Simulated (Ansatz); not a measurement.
```yaml
crystal:
  periodic: [false, false, false]
  atoms:
    - {symbol: Sb, position_ang: [-1.803912, -0.692855, -0.418381]}
    - {symbol: Sb, position_ang: [1.899883, 0.138019, 0.716103]}
    - {symbol: Ge, position_ang: [-0.515505, 0.420070, 1.499624]}
    - {symbol: Ge, position_ang: [-0.070804, 1.235994, -1.003322]}
    - {symbol: Ge, position_ang: [0.586241, -1.368191, -0.942042]}
basis:
  gaussian: {orbitals: ANO-RCC-VTZP, nuclear_model: gaussian}
total_charge: -1
magnetization: {spin_polarized: true, initial_magnetization: 1}
hamiltonian: {xc: {name: B97M-V}}
scf: {omitted_lower_state_checks: [starts]}
output: {forces: true}
```

```sh
$ ansatz run in.yaml --threads 4 --pin off --events-out ev --progress --plain --max-ram 4787MiB
```

Shortened log:

```
Functional definition: B97M-V
2601 factors; their error is unknown
mean field evaluation 1: about -523925.2759 eV, gradient 1.4e1 eV
mean field evaluation 2: about -523925.0901 eV, gradient 1.7e1 eV
mean field evaluation 4: about -523925.5593 eV, gradient 2.3e0 eV
mean field evaluation 8: about -523925.5909 eV, gradient 1.7e-1 eV
mean field evaluation 16: about -523925.5425 eV, gradient 9.3e-4 eV
mean field -523925.54253449 eV, -19253.9085586548 hartree, gradient 7.5e-5 eV, S^2 0.756715; 0 other end points of the search recorded, 0 dependent functions left out
reference -523925.54260559 eV, -19253.9085612678 hartree; 100, 99 occupied and 165, 166 virtual orbitals, 2601 factors
Total energy: -523925.54260559 eV, -19253.9085612678 hartree
Relativity: scalar
Atom 0 at    -1.803912    -0.692855    -0.418381 Å, force    -1.624798    -0.585308    -0.117533 eV/Å
Atom 1 at     1.899883     0.138019     0.716103 Å, force     0.718119     0.169326    -0.093028 eV/Å
Atom 2 at    -0.515505     0.420070     1.499624 Å, force    -0.455549     0.427011     1.023411 eV/Å
Atom 3 at    -0.070804     1.235994    -1.003322 Å, force     0.597847     0.645823    -0.243195 eV/Å
Atom 4 at     0.586241    -1.368191    -0.942042 Å, force     0.764381    -0.656852    -0.569655 eV/Å
Dipole moment:    -0.008304    -0.077240     0.050734 e Å
Checks for a lower state left out: starts
```

Run time 2 min (4 threads of Arm Neoverse V1 on a shared host), peak host memory 1.5 GiB.

DK, ANO-RCC and x2c sets are all-electron and run with scalar relativity unless a key says otherwise. The highest occupied level of an anion often lies above zero with these methods, and sets without diffuse functions describe the outer electron poorly.

The dipole of an ion depends on the origin.
